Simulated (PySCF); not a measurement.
C2H5N3Si, SMILES N[SiH]1N=CC=N1. Atoms are numbered in the order given.

```xyz
11

N     -2.0130     0.7633     0.2220
Si    -0.6206    -0.1918     0.4829
N      0.8415     0.8172     0.7877
C      1.6954     0.4336    -0.0775
C      1.2488    -0.6558    -1.0617
N      0.0587    -1.0916    -0.9325
H     -2.0102     1.5475    -0.4219
H     -2.9430     0.3793     0.3490
H     -0.8971    -1.1543     1.5750
H      2.7166     0.8513    -0.1339
H      1.9464    -1.0268    -1.8342
```

Geometry optimised at B3LYP-D3(BJ)/def2-SVP. This is a generated structure with no PubChem entry under its InChIKey; it may be hypothetical. The values are those of a single conformer.

Two levels are set side by side: PBE/pcSseg-1 (PySCF) and B3LYP/pcSseg-1 (PySCF). GIAO shifts against NH3 (¹⁵N), TMS (²⁹Si), TMS (¹H), TMS (¹³C) at the same level; non-relativistic, no solvent, atoms listed together averaged. Differences are taken from unrounded values.

```json
[
 {"quantity": "δ(¹⁵N) of N1 (ppm)", "PBE": "20.6"},
 {"quantity": "δ(²⁹Si) of Si2 (ppm)", "PBE": "8.7"},
 {"quantity": "δ(¹H) of H9 (ppm)", "PBE": "5.60"}
]
```

Q: These are the PBE values. What does B3LYP give? (An estimate is asked for; the answer gives what the named calculation found.)

A: 
| quantity | B3LYP | PBE minus B3LYP |
|---|---|---|
| δ(¹⁵N) of N1 (ppm) | 19.3 | 1.2 |
| δ(²⁹Si) of Si2 (ppm) | 3.3 | 5.4 |
| δ(¹H) of H9 (ppm) | 5.29 | 0.30 |

Rough cost on one machine, each run with all the roots and properties that it gave: B3LYP against PBE within a factor of 2.
